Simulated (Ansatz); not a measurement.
F₂Y (SMILES [F][Y+][F]), charge +1, singlet, geometry from GFN2-xTB (such geometries of metal compounds can be far from the true shape) (the multiplicity is a formal guess) (core potentials on Y). Base run: B3LYP/def2-SV(P) (Ansatz, a quantum-chemistry and plane-wave program).

Geometry (Å):
```xyz
3

Y      0.4167     0.2481     0.0970
F     -1.2559     0.4675    -1.2634
F     -0.5500    -1.5425     0.8428
```
Charge +1, spin multiplicity 1.
All else is at Ansatz's defaults.

Each row names what was changed in the base input (with any setting that the change needs).

| change | basis functions | E (Eh) |
|---|---|---|
| base | 52 | -237.69145 |
| basis = 3-21G | 57 | -3516.38437 |
| basis = def2-SVP | 59 | -237.70112 |
| basis = def2-SVPD | 80 | -237.71987 |
| basis = def2-TZVP | 102 | -237.95796 |
| basis = def2-TZVPP | 118 | -237.95957 |
| basis = def2-TZVPD | 120 | -237.96115 |
| basis = def2-QZVP | 186 | -237.97347 |
| basis = def2-QZVPP | 195 | -237.97423 |

Totals compare only among sets that treat the same electrons; sets with core potentials leave the core out.
